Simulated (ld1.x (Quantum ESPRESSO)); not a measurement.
What the settings do to the RRKJ potential of lanthanum (La)

Base potential:

lanthanum, norm-conserving RRKJ (Kleinman–Bylander form), made with ld1.x (Quantum ESPRESSO) 7.5 (PBE, non-relativistic). Core [Kr] 4d10, reference 4f0 5s2 5p6 5d1 6s2 6p0. Waves: 5s (bound): rc 1.60 bohr; 5p (bound): rc 3.00 bohr; 5d (bound): rc 3.85 bohr; 4f (bound, empty): rc 0.95 bohr. Local part: the f channel. Core correction: a·sin(br)/r model core, default radius (core density twice the valence density). rho0 = 0.005.

Occupied shells without a wave of their own: 6s. They enter only through the test configuration that unscreens the potential, and ld1.x also counts them in the model core charge.

All-electron outer shells of the reference configuration (PBE, non-relativistic, ld1.x):

| shell | level (eV) | outermost node (bohr) | outermost maximum (bohr) |
| --- | --- | --- | --- |
| 4p | -195.43 | 0.35 | 0.65 |
| 4d | -107.70 | 0.32 | 0.67 |
| 5s | -35.96 | 0.81 | 1.47 |
| 5p | -22.37 | 0.84 | 1.60 |
| 4f | -7.82 | – | 0.72 |
| 5d | -3.73 | 0.94 | 2.16 |
| 6s | -3.47 | 1.94 | 3.98 |
| 6p | -1.44 | 2.23 | 4.99 |

Cutoffs, loose and tight: the cutoffs (Ry, on a coarse ladder) from which the occupation-weighted sum of valence levels, in a spherical-Bessel basis at the reference potential, stays within 10 and 1 mRy of its value at 400 Ry. They do not see the model core or the augmentation charge, which bear on the density cutoff. Test errors are all-electron minus pseudo excitation energies from the reference, over the configurations 4f0 5s2 5p6 5d1 6s1 6p0; 4f0 5s2 5p6 5d1 6s0 6p0; 4f0 5s2 5p6 5d0 6s0 6p0; 4f0 5s2 5p6 5d1 6s0 6p2; 4f0 5s1 5p6 5d1 6s2 6p0; 4f0 5s2 5p6 5d2 6s0 6p0; 4f0 5s2 5p6 5d2 6s1 6p0. A dash means not determined; rows that change the core or the reference have their own tests. The largest error is taken over the tests solved by every variant that gives reliable tests at all: 4f0 5s2 5p6 5d0 6s0 6p0; 4f0 5s2 5p6 5d1 6s0 6p0; 4f0 5s2 5p6 5d2 6s0 6p0.

With those shells counted twice in exchange and correlation these files are broken, and their errors move erratically; no question is asked of them.

For the base: The cutoffs count occupied waves only; the empty 4f level needs 260 Ry at the loose tolerance.

A true bound ghost makes a file unfit for plane-wave use even where its test errors are small: the radial tests pick states by their node count and pass the ghost by. Where a test does run into it, the solver fails or the error is huge.

| change | outcome | cutoff, loose | cutoff, tight | bound ghosts | largest test error (meV) |
| --- | --- | --- | --- | --- | --- |
| base | generated | 100 Ry | 160 Ry | s, p, d | -745 |
| all radii but the core radius scaled by about 0.74 (s 1.18, p 2.22, d 2.86, f 0.70 bohr) | failed: compute_chi: n is too large | – | – | – | – |
| all radii but the core radius scaled by about 0.84 (s 1.34, p 2.52, d 3.24, f 0.80 bohr) | generated | 110 Ry | 230 Ry | s, p, d | -892 |
| all radii but the core radius scaled by about 0.95 (s 1.52, p 2.84, d 3.64, f 0.90 bohr) | generated | 100 Ry | 180 Ry | s, p, d | -819 |
| all radii but the core radius scaled by about 1.13 (s 1.82, p 3.40, d 4.36, f 1.08 bohr) | generated | 110 Ry | 160 Ry | s, p, d | -501 |
| all radii but the core radius scaled by about 1.17 (s 1.88, p 3.52, d 4.52, f 1.12 bohr) | failed: run_pseudo: Errors in PS-KS equation | – | – | – | – |
| all radii but the core radius scaled by about 1.26 (s 2.02, p 3.80, d 4.86, f 1.20 bohr) | failed: run_pseudo: Errors in PS-KS equation | – | – | – | – |
| all radii but the core radius scaled by about 1.40 (s 2.24, p 4.20, d 5.38, f 1.32 bohr) | failed: run_pseudo: Errors in PS-KS equation | – | – | – | – |

Reading the sweep of the scale of all radii but the core radius (base = 1) (base included, trends over the rows without a ghost): Bound ghosts are found at 0.84, 0.95, 1, 1.13. Every judged row has one, so this setting neither creates nor removes them. The generation fails at 0.74, 1.17, 1.26, 1.4.
